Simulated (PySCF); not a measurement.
Ga(OH)2(SeH) (GaH₃O₂Se), SMILES [OH][Ga]([OH])[SeH].

Geometry optimised at PBE-D3(BJ)/def2-SVP. The structure was generated by enumeration; whether it is a known compound was not checked. One conformer was computed; it need not be the lowest.

Method: PySCF with PBE-D3(BJ)/def2-SVP.

Frequencies are harmonic and unscaled.

Computed harmonic wavenumbers and intensities:
```csv
mode,ν (cm⁻¹),IR (km/mol),Raman (Å⁴/amu),depolarisation,moving atoms (share of kinetic energy)
1,110,4.7,1.0,0.72,"O 54 %, Ga 24 %, Se 13 %, H 9 %"
2,154,7.6,0.1,0.75,"Ga 47 %, O 44 %"
3,170,17.7,2.6,0.58,"O 74 %, H 12 %, Se 11 %"
4,180,53.9,1.7,0.75,H 97 %
5,280,93.9,2.5,0.75,"H 91 %, O 8 %"
6,282,16.7,9.1,0.15,"Se 45 %, Ga 44 %, O 9 %"
7,324,56.6,1.1,0.75,"H 91 %, O 9 %"
8,593,1.1,7.2,0.73,H 96 %
9,658,70.5,16.8,0.07,"O 85 %, Ga 14 %"
10,698,91.1,4.4,0.64,"O 74 %, Ga 24 %"
11,800,65.9,2.0,0.58,H 92 %
12,836,105.4,2.4,0.74,"H 90 %, O 8 %"
13,2361,3.1,131.8,0.28,H 99 %
14,3721,63.8,171.4,0.28,H 94 %
15,3741,56.0,104.9,0.25,H 94 %
```
